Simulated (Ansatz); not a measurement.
Program: Ansatz. Geometries: PBE0-D4/def2-TZVP. ΔE: electronic, gas phase. CCSD(T)/CBS is the MP2 limit (def2-TZVPP, def2-QZVPP) plus CCSD(T) − MP2 in def2-TZVPP, frozen cores. This one scheme is used for every species. Functionals use def2-TZVPP. For Ge outer-core shells are correlated without core-valence functions, which leaves a few kJ/mol of doubt a bond. Scalar relativity is left out up to krypton. Each species was taken in one conformer, which may not be the lowest.

Consider the ligand exchange at a Ge–C bond: `[Cl][Ge]([Cl])([Cl])[c]1ccccc1` + H₂S → `[SH][Ge]([Cl])([Cl])[Cl]` + `c1ccccc1`.

CCSD(T)/CBS gives -36.0 kJ/mol.

Task: Another level gave -43.3 kJ/mol. Which?
A. PBE0-D4/def2-TZVPP
B. CCSD/def2-TZVPP
C. CAM-B3LYP-D4/def2-TZVPP
D. r2SCANh/def2-TZVPP

Result: A. PBE0-D4 -43.3, r2SCANh -48.1, CAM-B3LYP-D4 -39.3, CCSD/def2-TZVPP -34.5 kJ/mol.

Largest T1 diagnostic among the species: 0.010.

At CCSD(T), def2-SVP lies +5.8 kJ/mol from the extrapolated value and def2-TZVPP +4.3 kJ/mol. In def2-TZVPP, CCSD(T) changes the Hartree–Fock value by +20.6 kJ/mol (the triples alone add +2.8 kJ/mol) and MP2 by +23.1 kJ/mol. Leaving LDA and LC-ωPBE aside and taking each functional with its dispersion term where it has one, the values, not all of them listed here, spread over 6.5 kJ/mol, from B97M-V to CAM-B3LYP-D4. LDA lies +8.7 kJ/mol from PBE without D4.

CCSD(T)/CBS has its own doubt, a few kJ/mol and more with outer-core shells, so smaller differences from it don't rank the levels.
